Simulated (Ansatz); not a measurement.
Two members of one family (Series W(NH)2X2), computed with Ansatz in the gas phase; def2 core potentials for W, no spin–orbit coupling. A negative affinity means that the extra electron isn't bound at that geometry and level; within about 0.2 eV of zero the sign isn't settled. Names give formal oxidation states. A dash marks a value that wasn't run or was left out as unsound. The structures are stationary points that may keep the symmetry of their start. Remarks come from the PBE and PBE0 runs and from stability tests at other levels; not every state was tested. A HOMO above zero means that the electron is unbound at that level and held by the basis, or that self-interaction error raises the level; the energy of removing that electron tells which.

First: W(NH)2F2 (singlet, charge 0, PBE-D4/def2-SVP geometry).

```xyz
7

W     0.4911    0.2029   -0.1725
N    -0.9687    1.1490    0.0824
H    -1.9503    1.2951    0.3355
N     0.1619   -1.4824    0.2013
H    -0.4158   -2.2745    0.4975
F     1.7766    0.8118    1.0697
F     0.9053    0.2981   -2.0140
```

| level | HOMO (eV) | LUMO (eV) | gap (eV) | vertical IE (eV) | vertical EA (eV) | vertical triplet (eV) |
| --- | --- | --- | --- | --- | --- | --- |
| PBE-D4/def2-TZVP | -6.90 | -2.51 | 4.38 | 10.14 | – | 4.21 |
| PBE-D4/def2-TZVPD | -6.95 | -2.60 | 4.35 | – | -0.17 | – |
| r2SCAN-D4/def2-TZVPD | -7.23 | -2.48 | 4.74 | – | -0.20 | – |
| PBE0-D4/def2-SVP | -8.20 | -1.63 | 6.56 | – | – | – |
| PBE0-D4/def2-TZVP | -8.27 | -1.74 | 6.53 | 10.31 | – | 4.03 |

Metal–donor distances: 2 × N 1.76 Å, 2 × F 1.89 Å. Remarks: HOMO above zero (-1 doublet).

Second: W(NH)2(OH)2 (singlet, charge 0, PBE-D4/def2-SVP geometry).

```
atom   x (Å)   y (Å)   z (Å)
  W1   0.047  -0.124  -0.016
  N2  -0.881   0.741  -1.248
  H3  -1.419   1.514  -1.648
  N4   0.284   0.843   1.446
  H5   0.218   1.668   2.047
  O6   1.792  -0.508  -0.724
  H7   1.943  -0.469  -1.685
  O8  -0.962  -1.694   0.448
  H9  -1.022  -1.972   1.380
```

**Question.** Estimate the same table for the second.

**Answer.** 
| level | HOMO (eV) | LUMO (eV) | gap (eV) | vertical IE (eV) | vertical EA (eV) | vertical triplet (eV) |
| --- | --- | --- | --- | --- | --- | --- |
| PBE-D4/def2-TZVP | -6.22 | -1.61 | 4.60 | 9.24 | – | 4.48 |
| PBE-D4/def2-TZVPD | -6.31 | -1.78 | 4.53 | – | -0.37 | – |
| r2SCAN-D4/def2-TZVPD | -6.57 | -1.62 | 4.94 | – | -0.53 | – |
| PBE0-D4/def2-SVP | -7.47 | -0.69 | 6.78 | – | – | – |
| PBE0-D4/def2-TZVP | -7.58 | -0.82 | 6.76 | 9.52 | – | 4.39 |

Metal–donor distances: 2 × N 1.77 Å, 2 × O 1.92 Å. Remarks: HOMO above zero (-1 doublet).
